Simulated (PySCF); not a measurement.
## Bonding in `CP1CCP(C)CC1`

C₆H₁₄P₂.
Numbering: `[CH3:1][P:2]1[CH2:3][CH2:4][P:5]([CH3:6])[CH2:7][CH2:8]1` (hydrogens: H9, H10, H11 on C1; H12, H13 on C3; H14, H15 on C4; H16, H17, H18 on C6; H19, H20 on C7; H21, H22 on C8)

Geometry (GFN2-xTB, Å), atoms numbered from 1 in this order:
```xyz
22
C6H14P2 angstrom
C     -3.1643   -0.3935   -0.2023
P     -1.5243   -0.4822    0.6455
C     -0.5727   -1.3557   -0.6951
C      0.9281   -1.2379   -0.4570
P      1.5237    0.4847   -0.8363
C      3.1634    0.3952    0.0120
C      0.5717    1.3576    0.5044
C     -0.9288    1.2401    0.2651
H     -3.8249    0.2524    0.3733
H     -3.5998   -1.3907   -0.2331
H     -3.0687   -0.0065   -1.2159
H     -0.8389   -0.9376   -1.6716
H     -0.8755   -2.4081   -0.6784
H      1.1723   -1.4957    0.5789
H      1.4690   -1.9236   -1.1178
H      3.0672    0.0078    1.0255
H      3.8233   -0.2513   -0.5637
H      3.5994    1.3922    0.0429
H      0.8372    0.9393    1.4810
H      0.8746    2.4099    0.4881
H     -1.4706    1.9264    0.9244
H     -1.1718    1.4964   -0.7716
```

Bond orders from the PBE0/pcSseg-1 density (PySCF). The structure is a single GFN2-xTB conformer in the gas phase; no vibrational or solvent corrections.

Question: How far do the computed orders between heavy atoms stray from the drawn ones?

Answer: The largest departure is 0.054, at P2–C3 (drawn single, 0.946), C4–P5 (drawn single, 0.946), P5–C7 (drawn single, 0.946) and C8–P2 (drawn single, 0.946).

Question: Give the Mayer order of every bond between heavy atoms, beside its length.

Answer: 
```tsv
bond	drawn as	length (Å)	Mayer order
C1–P2	single	1.848	0.983
P2–C3	single	1.862	0.946
C3–C4	single	1.524	1.035
C4–P5	single	1.862	0.946
P5–C6	single	1.848	0.983
P5–C7	single	1.862	0.946
C7–C8	single	1.524	1.034
C8–P2	single	1.862	0.946
```

Bonds between the same two heavy elements. C–P: lowest P2–C3, C4–P5, P5–C7 and 1 more (0.946, 1.862 Å), highest C1–P2 and P5–C6 (0.983, 1.848 Å). C–C: all 2 within 0.02 of one another (1.034 to 1.035). Bonds named together lie within 0.004.

Question: And the bonds to hydrogen?

Answer: C–H: 0.92 to 0.96 (14 bonds).

Question: Sum the orders of all bonds at each heavy atom with more than one neighbour and set the sums beside the valence in the SMILES.

Answer: C1 3.845 (drawn 4), P2 2.875 (drawn 3), C3 3.850 (drawn 4), C4 3.850 (drawn 4), P5 2.875 (drawn 3), C6 3.845 (drawn 4), C7 3.849 (drawn 4), C8 3.849 (drawn 4). Orders between atoms that aren't bonded are not in these sums.

Mayer orders depend on the basis set.
